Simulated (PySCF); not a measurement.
CH5BrGe.

```xyz
8

Ge    -0.3517    -0.8691     0.2747
C     -2.2081    -0.3071     0.2877
Br     0.9183     0.9572    -0.3511
H     -0.0766    -1.9691    -0.7586
H      0.1449    -1.2911     1.6634
H     -2.3423     0.5239     0.9951
H     -2.8580    -1.1431     0.5899
H     -2.5041     0.0313    -0.7158
```

Geometry optimised at ωB97X-D3(BJ)/def2-SVP.

All values below come from KT2/pcSseg-1 run with PySCF. Non-relativistic, no solvent.

**Question.** Give the absolute GIAO shielding of each atom: isotropic value and principal components (ppm). (An estimate is asked for; the answer gives what the named calculation found.)

**Answer.** 
```json
[
 {"atom": "Ge1", "σ(iso)": "1353.7", "σ11": "1196.0", "σ22": "1364.6", "σ33": "1500.3", "span": "304.3"},
 {"atom": "C2", "σ(iso)": "179.3", "σ11": "165.5", "σ22": "178.6", "σ33": "193.7", "span": "28.2"},
 {"atom": "Br3", "σ(iso)": "2726.4", "σ11": "2573.0", "σ22": "2730.8", "σ33": "2875.4", "span": "302.3"},
 {"atom": "H4", "σ(iso)": "25.8", "σ11": "18.6", "σ22": "21.6", "σ33": "37.3", "span": "18.7"},
 {"atom": "H5", "σ(iso)": "25.8", "σ11": "18.6", "σ22": "21.6", "σ33": "37.3", "span": "18.7"},
 {"atom": "H6", "σ(iso)": "30.3", "σ11": "25.5", "σ22": "28.3", "σ33": "37.0", "span": "11.5"},
 {"atom": "H7", "σ(iso)": "30.6", "σ11": "25.5", "σ22": "26.9", "σ33": "39.6", "span": "14.2"},
 {"atom": "H8", "σ(iso)": "30.3", "σ11": "25.5", "σ22": "28.3", "σ33": "37.1", "span": "11.5"}
]
```
